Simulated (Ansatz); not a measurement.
A nudged elastic band was laid between two geometries of AlBrClH₃ (6 atoms, charge 0, multiplicity 1).

Theory: RKS B3LYP-D4/def2-SVP (Ansatz 0.2.0).

```yaml
movable_images: 7
climbing_image: yes
spring: 5.0 eV/Å²
optimiser: quadratic models (default)
start_path: through a guess of the saddle point
force_threshold: 0.05 eV/Å
iteration_limit: 60
end_points: relaxed
```

First end point:

```xyz
6
Properties=species:S:1:pos:R:3
Al 0.060 0.215 0.030
H 0.149 0.944 1.426
H 1.291 -0.049 -0.921
Cl -1.891 0.048 -0.812
Br 0.236 -2.409 1.144
H -0.902 -2.252 2.002
```

Last end point:

```xyz
6
Properties=species:S:1:pos:R:3
Al 0.002 -0.739 -0.238
H -0.547 0.245 1.883
H 1.335 0.063 -0.384
Cl -1.831 0.141 -0.797
Br 0.026 -2.939 0.277
H -0.042 -0.273 2.129
```

(1) Which bonds break or form, and what moves?

(2) What energy profile does the band end with?

(3) What is the geometry of the highest image?

(4) What are the harmonic wavenumbers there?

The band took 7 iterations and roughly 5 core-minutes.

Results:

(1) Bonds broken: Al1–H2, Br5–H6. Bonds formed: H2–H6. AlBrClH3 becomes AlBrClH + H2.

(2) The run converged. The highest image is number 4 of 0 to 8, 0.192 eV above the first end and 1.374 eV above the last; the last end lies 1.182 eV below the first. A vibrational analysis at the climbing image gives one clearly imaginary mode, 478i cm⁻¹: a first-order saddle point. The orbitals stay closed-shell, which can raise the energy where a bond breaks towards radicals; this wasn't checked here.

```csv
image,path coordinate (Å),energy (eV),Al1–H2 (Å),Br5–H6 (Å),H2–H6 (Å)
0,0.00,0.000,1.58,1.43,3.41
1,0.52,0.006,1.58,1.43,3.09
2,1.03,0.027,1.58,1.43,2.60
3,1.55,0.109,1.59,1.44,1.97
4,2.06,0.192,1.64,1.55,1.37
5,2.51,-0.289,1.80,1.91,0.92
6,2.97,-0.972,2.08,2.35,0.78
7,3.42,-1.165,2.32,2.84,0.77
8,3.88,-1.182,2.40,3.25,0.76
```

(3) 
```xyz
6
Properties=species:S:1:pos:R:3:forces:R:3
Al -0.078 -0.103 0.033 -0.02 0.00 -0.02
H -0.174 0.178 1.644 0.00 0.01 -0.01
H 1.304 0.064 -0.690 -0.01 0.00 0.01
Cl -1.913 0.115 -0.989 0.02 0.00 0.01
Br -0.052 -2.575 1.105 0.01 -0.02 -0.01
H -0.144 -1.181 1.767 0.00 0.01 0.01
```

(4) 478i, 87, 241, 423, 524, 576, 678, 879, 933, 1498, 1840, 1998 cm⁻¹.

The run took 2.8 min on 2 threads of Arm Neoverse N1, with other jobs on the host, peak memory 0.18 GiB.
